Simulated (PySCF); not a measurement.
Electronic structure of Cl³⁺ (chlorine, charge +3) at the UHF level

Configuration: [Ne] 3s2 3p2, high-spin 3P determinant. All numbers are calculated (PySCF 2.14, the non-relativistic Hamiltonian (point nucleus), in def2-TZVP (5s5p2d1f, 37 functions)).

```json
{"Total energy": "-456.782678 hartree", "One-electron energy": "-608.8938 hartree", "Hartree (Coulomb) energy": "178.5605 hartree", "Exchange energy": "-26.4494 hartree", "Kinetic energy": "456.60285 hartree", "⟨S²⟩": "2.0103", "⟨L²⟩": "2.030", "Sum of ⟨r⟩": "9.362 bohr", "Sum of ⟨r²⟩": "11.61 bohr²", "Traceless quadrupole moment −½Σ⟨3z² − r²⟩ along its main axis": "1.07 e·bohr²", "Density at the nucleus (Gaussians lack the cusp)": "3110 bohr⁻³", "Spin density at the nucleus": "0.331 bohr⁻³", "Langevin diamagnetic susceptibility": "-9.20 ×10⁻⁶ cm³/mol", "Time after the integrals": "0.06 s of wall time on 1 thread of Intel(R) Xeon(R) 6975P-C (shared host)"}
```

```json
{"shell": "1s α", "electrons": "1", "mean orbital energy (hartree)": "-106.60355", "spread (hartree)": "0", "rms radius, mean of both spins (bohr)": "0.106"}
{"shell": "1s β", "electrons": "1", "mean orbital energy (hartree)": "-106.56952", "spread (hartree)": "0", "rms radius, mean of both spins (bohr)": "0.106"}
{"shell": "2s α", "electrons": "1", "mean orbital energy (hartree)": "-12.26869", "spread (hartree)": "0", "rms radius, mean of both spins (bohr)": "0.480"}
{"shell": "2s β", "electrons": "1", "mean orbital energy (hartree)": "-12.23853", "spread (hartree)": "0", "rms radius, mean of both spins (bohr)": "0.480"}
{"shell": "2p α", "electrons": "3", "mean orbital energy (hartree)": "-9.74211", "spread (hartree)": "0.02832", "rms radius, mean of both spins (bohr)": "0.450"}
{"shell": "2p β", "electrons": "3", "mean orbital energy (hartree)": "-9.68544", "spread (hartree)": "0.03360", "rms radius, mean of both spins (bohr)": "0.450"}
{"shell": "3s α", "electrons": "1", "mean orbital energy (hartree)": "-2.54675", "spread (hartree)": "0", "rms radius, mean of both spins (bohr)": "1.51"}
{"shell": "3s β", "electrons": "1", "mean orbital energy (hartree)": "-2.26597", "spread (hartree)": "0", "rms radius, mean of both spins (bohr)": "1.51"}
{"shell": "3p α", "electrons": "2", "mean orbital energy (hartree)": "-1.94793", "spread (hartree)": "0", "rms radius, mean of both spins (bohr)": "1.63"}
```
